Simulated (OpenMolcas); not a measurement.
Computed levels of 4d4 in ions with 40 electrons, in cm-1 above 5D0.

```
Program             : OpenMolcas
Method              : MS-RASPT2, IPEA 0.25 Eh, imaginary shift 0.1 Eh
Basis               : ANO-RCC-VTZP
Scalar Hamiltonian  : DKH2, point nucleus
Spin-orbit coupling : state interaction with AMFI integrals over the reference wave functions, term energies averaged over their components
```

Active space for each ion: 10 electrons in 8 orbitals (RAS1 4p, at most 2 holes; RAS2 4d); closed shells correlated by CASPT2: 4s.

| Level | Tc3+ | Rh5+ | Ag7+ |
| --- | --- | --- | --- |
| 5D1 | 356 | 696 | 1272 |
| 5D2 | 972 | 1810 | 3110 |
| 5D3 | 1762 | 3160 | 5180 |
| 5D4 | 2670 | 4640 | 7350 |
| 3P0(1) | 15040 | 18880 | 22140 |
| 3H4 | 16060 | 20200 | 24360 |
| 3P1(1) | 16860 | 22130 | 27260 |
| 3H5 | 16900 | 21840 | 27230 |
| 3H6 | 17620 | 23090 | 29130 |

Question: Estimate 5D4, 3P0(1), 3H4 for Pd6+ from its neighbours Rh5+ and Ag7+.

Answer: 5D4 is fine structure, which grows about as the fourth power of a screened charge, so the fourth roots are averaged: ((4640^0.25 + 7350^0.25) / 2)^4 = 5879. The calculation gives 6060, so the estimate is off by -3.0 %.
3P0(1) is another term, which grows about linearly with the charge: (18880 + 22140) / 2 = 20510. The calculation gives 20440, so the estimate is off by +0.3 %.
3H4 is another term, which grows about linearly with the charge: (20200 + 24360) / 2 = 22280. The calculation gives 22120, so the estimate is off by +0.7 %.

Mixed levels, with the weight of the term that names them: Pd6+ 3H4 (72 %), Ag7+ 3H4 (70 %).

CASPT2 breaks the degeneracy within a term, and the mean is taken; among the terms shown or strongly mixed into the levels shown the widest spread is 660 cm-1 (4d4 3H, Tc3+). Active for correlation alone: 4p; no level in the range computed is led by a configuration that opens it, so any true level of that kind is missing. Only configurations of the active space appear.

A number in round brackets counts repeated terms of one configuration in the order of the reference energies.
